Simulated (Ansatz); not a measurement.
Reaction (substitution at a C–C bond): `BC(C)O[SiH3]` + `N[SiH](O)S` → `CS[SiH](N)O` + `BCO[SiH3]`

Program: Ansatz. Geometries: PBE0-D4/def2-TZVP. ΔE: electronic, gas phase. CCSD(T)/CBS is the MP2 limit (def2-TZVPP, def2-QZVPP) plus CCSD(T) − MP2 in def2-TZVPP, frozen cores. DFT in def2-TZVPP. B3LYP here is the variant with VWN-RPA as its local correlation; programs differ in this. Each species was taken in one conformer, which may not be the lowest.

`BC(C)O[SiH3]`:

```xyz
14

B    -0.850    0.762   -1.775
C    -0.425    0.230   -0.376
C    -0.186    1.340    0.647
O     0.684   -0.659   -0.441
Si    1.052   -1.770    0.710
H    -0.314    0.396   -2.776
H    -1.765    1.533   -1.827
H    -1.322   -0.333   -0.038
H     0.684    1.938    0.368
H     0.000    0.923    1.640
H    -1.053    1.999    0.711
H     2.013   -2.715    0.096
H    -0.186   -2.485    1.138
H     1.668   -1.160    1.921
```

`N[SiH](O)S`:

Z-matrix (Å, degrees):
```
Si
O 1 1.644
S 1 2.137 2 105.1
N 1 1.696 2 112.5 3 -119.7
H 1 1.483 2 110.7 3 120.7
H 2 0.959 1 117.6 3 -57.1
H 3 1.344 1 94.0 2 174.4
H 4 1.007 1 120.6 2 -81.2
H 4 1.007 1 120.9 2 68.7
```

`CS[SiH](N)O`:

Z-matrix (Å, degrees):
```
C
S 1 1.817
H 1 1.088 2 110.5
H 1 1.090 2 111.0 3 122.3
H 1 1.089 2 106.8 3 -119.1
Si 2 2.118 1 101.2 3 -56.4
O 6 1.646 2 104.7 1 43.8
N 6 1.703 2 110.1 1 166.3
H 6 1.487 2 113.1 1 -75.9
H 7 0.959 6 116.1 2 -179.2
H 8 1.006 6 120.3 2 104.9
H 8 1.007 6 122.0 2 -46.8
```

`BCO[SiH3]`:

Cartesian coordinates in Å:
```
B 0.702 1.953 -0.572
C 0.314 0.456 -0.530
O -0.261 0.011 0.683
Si -0.727 -1.551 0.899
H 1.192 2.367 -1.582
H 0.526 2.681 0.358
H -0.362 0.266 -1.385
H 1.220 -0.128 -0.780
H -1.273 -1.644 2.272
H 0.432 -2.475 0.737
H -1.763 -1.937 -0.100
```

Question: Is it downhill or uphill in electronic energy at CCSD(T)/CBS, and by how much? (An estimate is asked.)

Answer: Computed: Uphill: ΔE = +4.1 kcal/mol.

Question: What do these levels give: PBE-D4, B3LYP-D4, ωB97M-V, r2SCAN, PBE0, HF/def2-TZVPP, MP2/def2-TZVPP, CCSD/def2-TZVPP, HF/def2-QZVPP, MP2/def2-QZVPP, SCS-MP2/def2-QZVPP, HF/CBS(def2)? (An estimate is asked.)

Answer: Ansatz gave: PBE-D4 2.9, B3LYP-D4 3.2, ωB97M-V 3.9, r2SCAN 3.5, PBE0 3.2, HF/def2-TZVPP 3.8, MP2/def2-TZVPP 4.3, CCSD/def2-TZVPP 4.8, HF/def2-QZVPP 3.8, MP2/def2-QZVPP 4.0, SCS-MP2/def2-QZVPP 3.8, HF/CBS(def2) 3.8 kcal/mol.

Largest T1 diagnostic among the species: 0.011.
